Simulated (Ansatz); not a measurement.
SnH3(NHEt) (C2H9NSn), relaxed as a singlet with RKS B3LYP-D4/def2-SVP in Ansatz, starting from the GFN2-xTB geometry. Force threshold 0.02 eV/Å.

In the def2 sets Sn takes a core potential; there is no spin–orbit coupling. Another isomer (singlet) lies 0.17 eV lower at PBE0-D4/def2-TZVP; other spin states weren't run for this one.

Start:

Cartesian coordinates in Å:
```
C 0.018 0.578 -0.988
C 0.025 1.740 -0.003
N 0.629 -0.631 -0.484
Sn -0.290 -1.854 0.813
H 0.779 -3.100 0.999
H -0.715 -1.251 2.326
H -1.672 -2.326 0.037
H 1.598 -0.447 -0.258
H 0.553 0.870 -1.898
H -1.010 0.343 -1.271
H -0.528 1.474 0.896
H -0.436 2.618 -0.448
H 1.047 1.987 0.281
```

```json
{"step": "1", "energy (eV)": "-9540.9720", "largest force component (eV/Å)": "1.005", "SCF passes": "15"}
{"step": "2", "energy (eV)": "-9541.1036", "largest force component (eV/Å)": "0.293", "SCF passes": "19"}
{"step": "3", "energy (eV)": "-9541.1209", "largest force component (eV/Å)": "0.046", "SCF passes": "19"}
{"step": "4", "energy (eV)": "-9541.1222", "largest force component (eV/Å)": "0.044", "SCF passes": "19"}
{"step": "5", "energy (eV)": "-9541.1226", "largest force component (eV/Å)": "0.015", "SCF passes": "19"}
{"step": "6", "energy (eV)": "-9541.1228", "largest force component (eV/Å)": "0.014", "SCF passes": "13"}
```

Force components are those of the run's own axes.

End:

```xyz
13

C     0.043    0.584   -0.994
C    -0.005    1.748    0.000
N     0.667   -0.640   -0.513
Sn   -0.285   -1.885    0.819
H     0.774   -3.223    1.021
H    -0.636   -1.176    2.359
H    -1.756   -2.328    0.050
H     1.651   -0.497   -0.291
H     0.573    0.918   -1.907
H    -0.984    0.344   -1.324
H    -0.591    1.488    0.898
H    -0.462    2.645   -0.452
H     1.011    2.021    0.334
```

By distances, no bond broke or formed. The bond that changes most is Sn4–H5, from 1.65 to 1.72 Å (atoms count from 1).

The force fell under the threshold at step 5, but the optimiser went on. No frequencies were taken in this run, so the end may be a saddle point.

It took 31 s on 2 threads of Arm Neoverse N1 on a shared host.
